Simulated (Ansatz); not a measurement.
Compare A (`N=CC[SiH2][SiH3]`) with its isomer B (`CC1[SiH2]N1[SiH3]`).

Computed with Ansatz on PBE0-D4/def2-TZVP structures; ΔE is electronic, products minus reactants. CBS: MP2 limit from def2 TZ/QZ plus the TZ coupled-cluster correction, frozen cores. Functionals use def2-TZVPP. B3LYP here is the variant with VWN-RPA as its local correlation; programs differ in this. Each species was taken in one conformer, which may not be the lowest.

(1) Which isomer does CCSD(T)/CBS put lower? Give the gap. (An estimate is asked.)

(2) Give E(B) − E(A) in kcal/mol with HF/def2-TZVPP, PBE-D4, ωB97M-V, B3LYP, B3LYP-D4, B2PLYP, PBE0-D4. (An estimate is asked.)

Largest T1 diagnostic: 0.013.

## Answers

(1) Ansatz gave: B, by 9.1 kcal/mol.

(2) Ansatz gave: HF/def2-TZVPP -7.5, PBE-D4 -5.3, ωB97M-V -10.2, B3LYP -6.8, B3LYP-D4 -7.3, B2PLYP -8.8, PBE0-D4 -7.7. None reverses the order clearly.

From PBE to PBE0 (25 % exact exchange), in def2-TZVPP and without D4, E(B) − E(A) moves by −2.5 kcal/mol.
